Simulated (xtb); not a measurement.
C2H4ClFOSi, SMILES O=CC[Si@@H](F)Cl. All values are semi-empirical tight-binding results from xtb (GFN2-xTB unless named), good for trends rather than for accurate numbers. Coordinates come from a GFN2-xTB optimisation. The structure was generated by enumeration; whether it is a known compound was not checked. The values are those of a single conformer.

```
Item                                                  Result
---------------------------------------------  -------------
orbital gap                                          3.89 eV
dipole moment                                         1.35 D
zero-point energy                              36.4 kcal/mol
G − E(el) at 298.15 K (modified RRHO)          15.4 kcal/mol
static polarisability (D4 model)                  71.9 bohr³
solvation energy, GFN2-xTB/ALPB(water)         -1.9 kcal/mol
solvation energy, GFN2-xTB/ALPB(acetonitrile)  -4.9 kcal/mol
```
